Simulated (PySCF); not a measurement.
C₂H₉N₃Si, SMILES C/C=N/[SiH](N)N.

Coordinates come from a PBE0-D3(BJ)/def2-SVP optimisation. The structure was generated by enumeration; whether it is a known compound was not checked. The values are those of a single conformer.

All values below come from PBE/def2-TZVP (PySCF).

Gas-phase values at a fixed geometry.

Computed frontier levels, gap, dipole moment and polarisability:
highest occupied level: -5.27 eV
lowest empty level: -1.37 eV
orbital gap: 3.90 eV
dipole moment: 0.71 D
quadrupole, principal values (traceless, Buckingham form, about the centre of nuclear charge): -8.86, 3.48, 5.38 D·Å
mean static polarisability: 77.7 bohr³ (11.52 Å³)
polarisability, principal values: 64.0, 69.0, 100.2 bohr³
